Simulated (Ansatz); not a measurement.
Ideal-gas functions of CH₄AlNOSi (`[OH][Al]1[CH]=N[SiH2]1`) at 298.15 K and 1 bar, from an Ansatz frequency run at PBE0-D4/def2-TZVP.

Molar mass 101.12 g/mol, point group Cs (symmetry number 1), electronic degeneracy 1, moments of inertia 76.047, 236.037, 306.31 u Å². Harmonic wavenumbers (cm⁻¹, unscaled): 76, 160, 258, 321, 331, 413, 456, 542, 656, 660, 674, 764, 884, 884, 954, 1277, 1592, 2203, 2208, 3035, 3960.

Use S(trans) = R[1.5 ln M + 2.5 ln T − 1.1517]; rotational temperatures θ = 24.2544 K / I; S(rot) = R[ln(√π/σ · √(T³/θAθBθC)) + 1.5]; for each mode x = 1.438777 ν̃/T, S = R[x/(eˣ − 1) − ln(1 − e⁻ˣ)] and H = RT x/(eˣ − 1); 1 cm⁻¹ = 0.0119627 kJ/mol; R = 8.31446 J/(mol·K).

Problem. By hand: the entropy, in J/(mol·K).

Solution. Translation 166.4. Rotation: θ = 0.3189, 0.1028, 0.0792 K, giving 113.0. Vibration, mode by mode: 16.70, 10.67, 7.01, 5.46, 5.25, 3.83, 3.25, 2.35, 1.52, 1.49, 1.42, 1.00, 0.62, 0.62, 0.47, 0.13, 0.03, 0.00, 0.00, 0.00, 0.00, in all 61.8. Electronic 0.0. Sum 341.2 J/(mol·K).

Problem. By hand: H − E and G − E in kJ/mol, counted from the electronic energy.

Solution. Zero-point energy ½ × 22308 × 0.0119627 = 133.4; thermal vibration 10.7; translation, rotation and pV give 4 RT = 9.9. H − E = 154.0 kJ/mol, and G − E = 154.0 − 298.15 × 341.2/1000 = 52.3 kJ/mol.

Vibration gives 18 % of the entropy, 16.7 J/(mol·K) of it from the mode under 150 cm⁻¹: soft modes count most, and the harmonic formula is weakest for them. The sum counts one conformer and one mirror image; others add a mixing term.
